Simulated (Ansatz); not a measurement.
Consider the formal exchange of groups at a B–C bond: `B[CH2][AlH2]` + `N=C(F)F` → `BC(=N)F` + `F[CH2][AlH2]`.

Isolated molecules relaxed with PBE0-D4/def2-TZVP in Ansatz; ΔE leaves out vibrations. CBS: MP2 limit from def2 TZ/QZ plus the TZ coupled-cluster correction, frozen cores. Functionals use def2-TZVPP. B3LYP here is the variant with VWN-RPA as its local correlation; programs differ in this. Each species was taken in one conformer, which may not be the lowest.

`B[CH2][AlH2]`:

Cartesian coordinates in Å:
```
B 0.352 -0.629 1.198
C 0.518 0.557 0.278
Al -0.686 0.135 -1.241
H -0.521 -0.649 2.021
H 1.027 -1.612 1.059
H 1.484 0.659 -0.227
H 0.112 1.512 0.626
H -2.179 0.662 -1.216
H -0.108 -0.635 -2.498
```

`N=C(F)F`:

```xyz
5

N    -0.509    0.442   -0.724
C     0.001    0.014    0.317
F    -0.359    0.407    1.507
F     0.964   -0.879    0.447
H    -0.096    0.016   -1.547
```

`BC(=N)F`:

Cartesian coordinates in Å:
```
B 0.714 -0.278 -0.606
C -0.290 0.531 0.273
N -1.208 0.052 0.984
F -0.053 1.845 0.391
H 1.872 0.001 -0.591
H 0.308 -1.217 -1.218
H -1.344 -0.933 0.767
```

`F[CH2][AlH2]`:

Z-matrix (Å, degrees):
```
C
Al 1 1.981
F 1 1.398 2 112.4
H 1 1.099 2 111.6 3 121.1
H 1 1.099 2 111.6 3 -121.1
H 2 1.589 1 117.1 3 -179.9
H 2 1.583 1 121.0 3 0.1
```

Task: Is it downhill or uphill in electronic energy at CCSD(T)/CBS, and by how much? (Best estimate.)

Result: Computed: Uphill: ΔE = +107.1 kJ/mol.

Task: What do these levels give: r2SCAN-D4, CAM-B3LYP-D4, ωB97M-V, revPBE, B3LYP, MP2/def2-QZVPP? (Estimate.)

Result: The calculation gave: r2SCAN-D4 122.5, CAM-B3LYP-D4 107.1, ωB97M-V 114.5, revPBE 108.2, B3LYP 101.9, MP2/def2-QZVPP 118.1 kJ/mol.

Largest T1 diagnostic among the species: 0.014.

From PBE to PBE0 (25 % exact exchange), in def2-TZVPP and without D4, ΔE moves by +6.1 kJ/mol. In def2-TZVPP, CCSD(T) changes the Hartree–Fock value by +11.7 kJ/mol (the triples alone add +2.0 kJ/mol) and MP2 by +20.5 kJ/mol.
